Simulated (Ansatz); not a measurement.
Na₂S₂⁻, relaxed as a quartet with UKS r2SCAN-D4/def2-TZVPD in Ansatz, starting from the r2SCAN-D4/def2-TZVPD geometry of the charge -1 doublet. Force threshold 0.02 eV/Å.

The highest occupied level of the charge -1 quartet lies above zero (up to 0.79 eV). The electron is either unbound and held by the finite basis, or the level is raised by self-interaction error. At r2SCAN-D4/def2-TZVPD a doublet of charge -1 lies 1.77 eV below the quartet, each at its own geometry. Another isomer (doublet) lies 0.12 eV lower at PBE0-D4/def2-TZVPD.

Start:

| atom | x (Å) | y (Å) | z (Å) |
| --- | --- | --- | --- |
| Na1 | -0.450 | -0.710 | 1.232 |
| Na2 | 0.472 | 0.516 | -1.317 |
| S3 | -2.028 | 0.177 | -0.648 |
| S4 | 2.006 | 0.017 | 0.733 |

```tsv
step	energy (eV)	largest force component (eV/Å)	SCF passes
1	-30502.2190	0.569	58
2	-30502.3308	0.095	35
3	-30502.3325	0.048	33
4	-30502.3339	0.012	33
```

Force components are those of the run's own axes.

End:

```xyz
4

Na   -0.502   -0.796    1.374
Na    0.527    0.574   -1.472
S    -2.041    0.191   -0.646
S     2.016    0.030    0.743
```

By distances, no bond broke or formed. The bond that changes most is Na2–S4, from 2.61 to 2.72 Å (atoms count from 1).

No frequencies were taken in this run, so the end may be a saddle point.

It took 31 s on 2 threads of Arm Neoverse V2 on a shared host.
